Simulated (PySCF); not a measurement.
fluoro(fluorosilylsulfanyl)silane (F₂H₄SSi₂), SMILES F[SiH2]S[SiH2]F. Atoms are numbered in the order given.

```xyz
9

Si    -1.6193    -0.1827    -0.0254
F     -2.0906     0.5611     1.3428
S      0.0596     0.8288    -0.8913
Si     1.6080    -0.0643     0.2902
F      2.0073    -1.5256    -0.3036
H     -1.2565    -1.5717     0.3347
H     -2.7223    -0.1001    -1.0047
H      1.1456    -0.2700     1.6811
H      2.7873     0.8197     0.1893
```
Charge 0, spin multiplicity 1.

Geometry: TPSSh-D3(BJ)/def2-SVP. The values are those of a single conformer.

Calculation: PBE/pcSseg-1 (PySCF).

GIAO shieldings, no solvent; atoms alike by connectivity are averaged. δ = σ(ref) − σ: ²⁹Si against TMS (σ = 335.4 ppm); ¹⁹F against CFCl3 (σ = 133.6 ppm); ³³S against H2S (σ = 706.5 ppm); ¹H against TMS (σ = 31.49 ppm), references at their B3LYP-D3(BJ)/def2-TZVP geometries, non-relativistic.

```
atoms           nucleus  count  δ (ppm)
--------------  -------  -----  -------
Si1, Si4           ²⁹Si      2      8.6
F2, F5              ¹⁹F      2      [?]
S3                  ³³S      1     92.1
H6, H7, H8, H9       ¹H      4      [?]
```

Problem. What belongs in the gaps? (The exact figures need the calculation; the answer reports its results.)

Solution. 
- F2, F5, δ (ppm): -208.2
- H6, H7, H8, H9, δ (ppm): 6.06
